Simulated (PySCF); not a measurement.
Geometry:
```
atom   x (Å)   y (Å)   z (Å)
  C1  -0.265  -1.042  -1.638
 Ge2  -0.005   0.001  -0.002
  C3  -0.080   1.911  -0.426
  C4  -1.407  -0.441   1.291
  C5   1.745  -0.422   0.767
  H6  -1.239  -0.816  -2.097
  H7  -0.228  -2.121  -1.422
  H8   0.523  -0.813  -2.372
  H9   0.068   2.516   0.481
 H10  -1.055   2.178  -0.861
 H11   0.704   2.178  -1.150
 H12  -2.403  -0.210   0.884
 H13  -1.379  -1.512   1.544
 H14  -1.273   0.135   2.219
 H15   1.817  -1.494   1.008
 H16   2.551  -0.173   0.061
 H17   1.910   0.149   1.693
```

Geometry: PBE0-D3(BJ)/def2-SVP; GIAO absolute shieldings from PySCF 2.14.0 with density-fitted response routines, gas phase, non-relativistic, averaged over equivalent atoms.

At BLYP/pcSseg-1 (169 basis functions, of the order of 25 core-seconds):
| atoms | σ (ppm) |
| --- | --- |
| C1/C3/C4/C5 | 174.8 |
| Ge2 | 1234.5 |
| H6/H7/H8/H9/H10/H11/H12/H13/H14/H15/H16/H17 | 31.24 |

Predict the values at wB97X-D/pcSseg-2 on the same geometry.

## Answers


```
                                      atoms  σ at wB97X-D/pcSseg-2  change
                                C1/C3/C4/C5                  185.6   +10.8
                                        Ge2                 1330.0   +95.5
H6/H7/H8/H9/H10/H11/H12/H13/H14/H15/H16/H17                  31.32   +0.08
```

The largest change is at Ge2 (germanium bonded to 4 C). Cost: 375 basis functions, about 90 core-seconds.

Relativistic effects, spin–orbit coupling among them, are left out; they matter for Ge and for the light atoms bonded to it.
